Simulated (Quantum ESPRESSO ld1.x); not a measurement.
Results of a calculation; reference values are marked as such.
Cu4+, configuration [Ar] 3d7 (the NIST ground configuration). Level of theory: scalar-relativistic Kohn-Sham, LDA (Slater exchange, Perdew-Zunger correlation), spin-unpolarised, spherical densities, point nucleus (ld1.x of Quantum ESPRESSO 7.5).

X-ray form factor f0, the Fourier transform of the density (f0(0) = 25):

sin(theta)/lambda (1/angstrom),f0 (electrons)
0.05,24.800
0.1,24.216
0.15,23.299
0.2,22.121
0.25,20.764
0.3,19.310
0.4,16.390
0.5,13.767
0.6,11.620
0.8,8.744
1,7.194
1.25,6.104
1.5,5.300
2,3.855
